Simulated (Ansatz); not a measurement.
A single point on C3H8AlF, SMILES `CC[CH](F)[AlH2]`.

```yaml
crystal:
  periodic: [false, false, false]
  atoms:
    - {symbol: C, position_ang: [-1.892276, 0.325997, -0.157733]}
    - {symbol: C, position_ang: [-0.470798, 0.394488, 0.379434]}
    - {symbol: C, position_ang: [0.519185, -0.431789, -0.422772]}
    - {symbol: F, position_ang: [0.532403, 0.035792, -1.753957]}
    - {symbol: Al, position_ang: [2.372657, -0.428038, 0.299976]}
    - {symbol: H, position_ang: [-2.568888, 0.950483, 0.430122]}
    - {symbol: H, position_ang: [-2.269203, -0.700089, -0.128600]}
    - {symbol: H, position_ang: [-1.929697, 0.667435, -1.193411]}
    - {symbol: H, position_ang: [-0.443667, 0.033939, 1.415341]}
    - {symbol: H, position_ang: [-0.139349, 1.439403, 0.407527]}
    - {symbol: H, position_ang: [0.135685, -1.463018, -0.474206]}
    - {symbol: H, position_ang: [2.612510, -1.092532, 1.724752]}
    - {symbol: H, position_ang: [3.561937, 0.233329, -0.511573]}
basis:
  gaussian: {orbitals: def2-QZVPP}
correlation: {method: mp2}
```

```sh
$ ansatz run in.yaml --threads 4 --pin off --events-out ev --progress --plain --max-ram 10444MiB
```

Shortened log:

```
Functional definition: HF
  name "HF"
  cite "Fock, Z. Phys. 61, 126 (1930) doi:10.1007/BF01340294"
  parent pbe
  exchange = exact_x
  correlation = 0
3184 factors; integrals over basis functions are off by at most 9.6e-4 eV
mean field evaluation 1: about -12505.0852 eV, gradient 3.8e1 eV
mean field evaluation 2: about -12505.2122 eV, gradient 3.8e1 eV
mean field evaluation 4: about -12509.0409 eV, gradient 4.1e0 eV
mean field evaluation 8: about -12509.1009 eV, gradient 3.0e-1 eV
mean field -12509.10121938 eV, -459.7009908388 hartree, gradient 2.5e-6 eV, S^2 0.000000; 0 other end points of the search recorded, 0 dependent functions left out
9 core orbitals not correlated: weight in the atoms' cores, before any rotation towards them, 1.000 or more for the frozen orbitals, at most 0.000 for the correlated occupied ones
reference -12509.10121938 eV, -459.7009908388 hartree; 15, 15 occupied and 514, 514 virtual orbitals, 3184 factors
second order -24.94264924 eV of doubles, -0.00000000 eV of singles
Total energy: -12534.04386862 eV, -460.6176162916 hartree
```

Run time 30 s (4 threads of an Arm Neoverse V1 on a shared host); peak host memory 4 GiB.
